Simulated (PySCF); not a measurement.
C2H7NSi2, SMILES C[Si@@H]1N=C[SiH2]1. Coordinates come from a PBE-D3(BJ)/def2-SVP optimisation. The structure was generated by enumeration; whether it is a known compound was not checked.

Computed equilibrium geometry at PBE-D3(BJ)/def2-SVP (PySCF confirms it by a frequency run) as bond lengths and angles:
Atoms: C1 Si2 N3 C4 Si5 H6 H7 H8 H9 H10 H11 H12. Bond lengths (Å): C1–Si2 1.883, C1–H6 1.109, C1–H7 1.108, C1–H8 1.109, Si2–N3 1.828, Si2–Si5 2.361, Si2–H9 1.507, N3–C4 1.299, C4–Si5 1.941, C4–H10 1.118, Si5–H11 1.511, Si5–H12 1.511. Angles (°): Si2–C1–H6 110.0, Si2–C1–H7 110.9, Si2–C1–H8 110.7, H6–C1–H7 108.5, H6–C1–H8 108.2, H7–C1–H8 108.5, C1–Si2–N3 112.6, C1–Si2–Si5 121.6, C1–Si2–H9 110.0, N3–Si2–Si5 78.3, N3–Si2–H9 110.8, Si5–Si2–H9 119.0, Si2–N3–C4 102.7, N3–C4–Si5 109.8, N3–C4–H10 119.9, Si5–C4–H10 130.3, Si2–Si5–C4 69.1, Si2–Si5–H11 123.0, Si2–Si5–H12 121.0, C4–Si5–H11 116.3, C4–Si5–H12 115.2, H11–Si5–H12 107.5.
